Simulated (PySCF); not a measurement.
Al(H)(F)(NH2) (AlFH3N), SMILES [NH2][AlH][F]. The structure is a stationary point at r2SCAN-D4/def2-TZVP. Other conformers were not sampled.

Method: PySCF 2.14.0 with r2SCAN-D4/def2-TZVP.

Harmonic wavenumbers (cm⁻¹): 218, 381, 400, 514, 579, 707, 778, 903, 1564, 1990, 3577, 3667. Rotational constants (GHz): 28.45, 6.477, 5.276; symmetry number 1.

Work out the zero-point energy and the ideal-gas rigid-rotor harmonic-oscillator thermochemistry at 298.15 K and 1 atm.

ZPE = ½ Σ hcν = ½ × 15276 cm⁻¹ = 21.84 kcal/mol. H − E(el) = 25.34 kcal/mol. Entropy in cal/(mol K): translation 38.34, rotation 23.32, vibration 5.76, total 67.42. G − E(el) = 5.24 kcal/mol. Cp = 17.11 cal/(mol K).
